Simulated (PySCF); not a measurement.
Compound: C5H9OP.
Atom-mapped SMILES: `[CH3:1][O:2]/[CH:3]=[P:4]/[CH:5]1[CH2:6][CH2:7]1` (hydrogens: H8, H9, H10 on C1; H11 on C3; H12 on C5; H13, H14 on C6; H15, H16 on C7)

The same species was optimised twice, with GFN2-xTB and with PBE0-D3(BJ)/def2-SVP (PySCF), and the same property calculations (PySCF, gas phase) were run on both structures.

| coordinate | GFN2-xTB | PBE0-D3(BJ)/def2-SVP | change |
| --- | --- | --- | --- |
| O2–C3 (Å) | 1.345 | 1.332 | -0.013 |
| C3=P4 (Å) | 1.685 | 1.696 | +0.011 |
| C5–C6 (Å) | 1.502 | 1.506 | +0.004 |
| P4–C5 (Å) | 1.840 | 1.844 | +0.004 |
| C5–C7 (Å) | 1.502 | 1.506 | +0.004 |
| C1–O2 (Å) | 1.403 | 1.405 | +0.002 |
| C6–C7 (Å) | 1.493 | 1.494 | +0.001 |
| C1–O2–C3 (°) | 115.8 | 117.1 | +1.3 |
| P4–C5–C7 (°) | 124.2 | 125.2 | +1.0 |
| P4–C5–C6 (°) | 124.0 | 125.1 | +1.1 |
| O2–C3–P4 (°) | 125.6 | 126.4 | +0.8 |
| C3–P4–C5 (°) | 101.7 | 101.2 | -0.5 |
| C6–C5–C7 (°) | 59.6 | 59.5 | -0.1 |
| C5–C7–C6 (°) | 60.2 | 60.3 | +0.1 |
| C5–C6–C7 (°) | 60.2 | 60.2 | 0.0 |
| C1–O2–C3–P4 (°) | 0 | 0 | 0 |
| C3–P4–C5–C6 (°) | 37 | 38 | +1 |

Rotational constants: A = 5753, B = 1173, C = 1062 MHz (GFN2-xTB) against A = 5699, B = 1161, C = 1051 MHz (PBE0-D3(BJ)/def2-SVP). Point groups within 0.08 Å: Cs and Cs. Atoms that the bonding makes alike are paired by their places after alignment.

On the GFN2-xTB structure: lowest singlet, TDDFT (eV) 4.92 [CAM-B3LYP/def2-SVPD]; lowest triplet, Tamm–Dancoff (eV) 2.65 [CAM-B3LYP/def2-SVPD]; isotropic polarisability (au) 89.0 [CAM-B3LYP/def2-SVPD]; HOMO (eV) -7.42 [CAM-B3LYP/def2-SVPD]; LUMO (eV) 0.19 [CAM-B3LYP/def2-SVPD]; dipole (D) 0.36 [CAM-B3LYP/def2-SVPD]; HOMO (eV) -6.20 [PBE0/pcSseg-1]; LUMO (eV) -0.85 [PBE0/pcSseg-1]; dipole (D) 0.33 [PBE0/pcSseg-1]; GIAO shielding of C1 (ppm) 126.5 [PBE0/pcSseg-1]; GIAO shielding of O2 (ppm) 150.0 [PBE0/pcSseg-1]; GIAO shielding of C3 (ppm) -25.1 [PBE0/pcSseg-1]; GIAO shielding of P4 (ppm) 159.0 [PBE0/pcSseg-1]; GIAO shielding of C5 (ppm) 179.5 [PBE0/pcSseg-1]; GIAO shielding of C6/C7 (mean) (ppm) 170.9 [PBE0/pcSseg-1].

Problem. What do these properties become on the PBE0-D3(BJ)/def2-SVP structure?

Solution. 
```
                                    property                level  on GFN2-xTB  on PBE0-D3(BJ)/def2-SVP  change
                  lowest singlet, TDDFT (eV)  CAM-B3LYP/def2-SVPD         4.92                     4.87   -0.05
           lowest triplet, Tamm–Dancoff (eV)  CAM-B3LYP/def2-SVPD         2.65                     2.60   -0.05
               isotropic polarisability (au)  CAM-B3LYP/def2-SVPD         89.0                     90.3    +1.3
                                   HOMO (eV)  CAM-B3LYP/def2-SVPD        -7.42                    -7.36   +0.06
                                   LUMO (eV)  CAM-B3LYP/def2-SVPD         0.19                     0.20   +0.01
                                  dipole (D)  CAM-B3LYP/def2-SVPD         0.36                     0.26   -0.10
energy, GFN2-xTB geometry as zero (kcal/mol)  CAM-B3LYP/def2-SVPD          0.0                     -0.4    -0.4
                                   HOMO (eV)        PBE0/pcSseg-1        -6.20                    -6.15   +0.05
                                   LUMO (eV)        PBE0/pcSseg-1        -0.85                    -0.85    0.00
                                  dipole (D)        PBE0/pcSseg-1         0.33                     0.34   +0.01
energy, GFN2-xTB geometry as zero (kcal/mol)        PBE0/pcSseg-1          0.0                     -0.3    -0.3
                  GIAO shielding of C1 (ppm)        PBE0/pcSseg-1        126.5                    125.5    -1.0
                  GIAO shielding of O2 (ppm)        PBE0/pcSseg-1        150.0                    146.2    -3.8
                  GIAO shielding of C3 (ppm)        PBE0/pcSseg-1        -25.1                    -26.3    -1.2
                  GIAO shielding of P4 (ppm)        PBE0/pcSseg-1        159.0                    163.2    +4.2
                  GIAO shielding of C5 (ppm)        PBE0/pcSseg-1        179.5                    178.4    -1.1
        GIAO shielding of C6/C7 (mean) (ppm)        PBE0/pcSseg-1        170.9                    168.7    -2.2
```

The heavy atoms differ by 0.018 Å rms after alignment (one structure mirrored). Among bonds between heavy atoms O2–C3 changes most (-0.013 Å). Changes are differences of the printed values. Neither structure is proved a minimum here.

Conformer computed: `[CH3:1][O:2]/[CH:3]=[P:4]/[CH:5]1[CH2:6][CH2:7]1`: C1–O2–C3–P4 0°, C3–P4–C5–C6 38°.
